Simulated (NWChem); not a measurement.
Molecule: CH5AlFN; SMILES C[NH][AlH][F]

```xyz
9

Al     0.4465    -0.6515     0.0000
F     -0.3848    -2.0892     0.0000
H      2.0222    -0.6475     0.0000
N     -0.4929     0.8545     0.0000
C      0.0155     2.2223     0.0000
H     -1.5071     0.8229     0.0000
H     -0.3053     2.7852     0.8884
H     -0.3053     2.7852    -0.8884
H      1.1111     2.2107     0.0000
```
Atoms are numbered in this order, from 1.

All runs use the structure optimised with B3LYP/6-31G* (spherical d).

Symmetry labels are those of Cs in the frame above (b1 and b2, or b-type labels, depend on it).

List the 4 lowest vertical singlet excitations and the 4 lowest triplet ones from PBE0/6-31+G* (spherical d), full TDDFT (NWChem).


```csv
state,energy (eV),oscillator strength,symmetry,leading excitation (squared amplitude)
S1,5.54,0.043,a",HOMO → LUMO+1 (0.98)
S2,5.75,0.105,a',HOMO → LUMO (0.98)
S3,6.16,0.005,a",HOMO → LUMO+2 (0.96)
S4,6.88,0.001,a",HOMO → LUMO+3 (0.83)
T1,4.71,spin-forbidden,a',HOMO → LUMO (0.96)
T2,5.11,spin-forbidden,a",HOMO → LUMO+1 (0.94)
T3,6.04,spin-forbidden,a",HOMO → LUMO+2 (0.94)
T4,6.77,spin-forbidden,a",HOMO → LUMO+3 (0.71)
```
